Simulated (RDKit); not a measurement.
RDKit input (MMFF94):

```python
from rdkit import Chem
from rdkit.Chem import AllChem, rdDetermineBonds

mol = Chem.MolFromXYZFile('mol.xyz')
rdDetermineBonds.DetermineBonds(mol, charge=0)
print('SMILES', Chem.MolToSmiles(Chem.RemoveHs(mol)))
ff = AllChem.MMFFGetMoleculeForceField(mol, AllChem.MMFFGetMoleculeProperties(mol))
e0 = ff.CalcEnergy()
flag = ff.Minimize(maxIts=5000, forceTol=1e-5)
print(f'energy {e0:.4f} -> {ff.CalcEnergy():.4f} kcal/mol, converged: {flag == 0}')
print(Chem.MolToXYZBlock(mol))
```
mol.xyz:
```
9

C     -2.40009200     0.05728600    -0.06659200
C     -0.95261000     0.43390200    -0.06128400
C      0.02922500    -0.44731700     0.03867000
Cl     1.71324200    -0.00833100     0.04477500
H     -2.88467900     0.38879300    -0.98896900
H     -2.92969000     0.53712900     0.76092200
H     -2.53611800    -1.02106400     0.02132000
H     -0.70748400     1.48728100    -0.14427300
H     -0.12628700    -1.51373200     0.12506800
```

Output:

```
SMILES C/C=C/Cl
energy 0.7682 -> 0.3159 kcal/mol, converged: True
9

C     -2.401870    0.060281   -0.066891
C     -0.956193    0.431064   -0.061136
C      0.035994   -0.457463    0.039705
Cl     1.687320   -0.002251    0.043593
H     -2.869094    0.395302   -0.997945
H     -2.914556    0.545123    0.769458
H     -2.551857   -1.020515    0.020869
H     -0.725529    1.490534   -0.145013
H     -0.098708   -1.528127    0.126999
```

The geometry given is a B3LYP-D3(BJ)/def2-TZVP minimum.
